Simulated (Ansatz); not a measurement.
`SCOBCl` and `S=COCS` differ in one atom or group.

Ansatz, PBE0-D4/def2-TZVP geometries, multiplicity 1. Each molecule was computed in one conformer, which needn't be the lowest.

| property | `SCOBCl` |
| --- | --- |
| LUMO energy (PBE0/def2-TZVPP) / eV | -0.61 |
| HOMO–LUMO gap (B3LYP/def2-TZVPP) / eV | 6.50 |
| size of the dipole moment (B3LYP/def2-TZVPP) / D | 2.01 |
| HOMO–LUMO gap (PBE0/def2-TZVPP) / eV | 6.96 |
| HOMO energy (B3LYP/def2-TZVPP) / eV | -7.32 |
| HOMO energy (ωB97M-V/def2-TZVPP) / eV | -9.82 |

(1) Give the same properties after the change, and the shifts. (Best estimate.)

Answers

(1) Computed: 
```json
{"property": "LUMO energy (PBE0/def2-TZVPP) / eV", "`S=COCS`": "-1.71", "shift": "-1.10"}
{"property": "HOMO–LUMO gap (B3LYP/def2-TZVPP) / eV", "`S=COCS`": "4.51", "shift": "-1.99"}
{"property": "size of the dipole moment (B3LYP/def2-TZVPP) / D", "`S=COCS`": "3.33", "shift": "1.32"}
{"property": "HOMO–LUMO gap (PBE0/def2-TZVPP) / eV", "`S=COCS`": "4.97", "shift": "-1.99"}
{"property": "HOMO energy (B3LYP/def2-TZVPP) / eV", "`S=COCS`": "-6.43", "shift": "0.89"}
{"property": "HOMO energy (ωB97M-V/def2-TZVPP) / eV", "`S=COCS`": "-8.87", "shift": "0.95"}
```

With PBE0 the HOMO rises by 0.89 eV and the LUMO falls by 1.10 eV, so the gap narrows by about 1.99 eV. PBE moves the HOMO by 0.86 eV and ωB97M-V by 0.95 eV. Dipoles are sizes alone; their direction can turn.

B3LYP here is the variant with VWN-RPA as its local correlation; programs differ in this.
